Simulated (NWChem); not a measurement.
Molecule: triflic acid (CHF$_{3}$O$_{3}$S); SMILES O=S(O)(C(F)(F)F)=O

```xyz
9

O     -1.1722    -1.2145    -0.8145
S      0.1359    -0.8602     0.0540
O     -0.0900    -1.2603     1.4239
O      1.2831    -1.2361    -0.7242
C      0.0145     0.9916     0.0077
F      0.9812     1.4979     0.7440
F      0.1233     1.4210    -1.2311
F     -1.1582     1.3562     0.5015
H     -1.9207    -1.3365    -0.2076
```
Atoms are numbered in this order, from 1.

The geometry was optimised at PBE0/def2-SVP.

 Unshifted, non-relativistic core excitations; the lowest 4 roots alone, so stronger bands may lie above.

List the first C K-edge excitations from PBE0/6-311G** (spherical d), restricted-window TDA (NWChem).


| state | energy (eV) | dipole oscillator strength | leading excitation (squared amplitude) |
|---|---|---|---|
| S1 | 284.4 | 0.0563 | 1s of atom 5 or its equivalents → LUMO (0.39) |
| S2 | 284.6 | 0.0259 | 1s of atom 5 or its equivalents → LUMO+1 (0.66) |
| S3 | 285.3 | 0.0440 | 1s of atom 5 or its equivalents → LUMO+2 (0.32) |
| S4 | 286.0 | 0.0122 | 1s of atom 5 or its equivalents → LUMO+3 (0.34) |
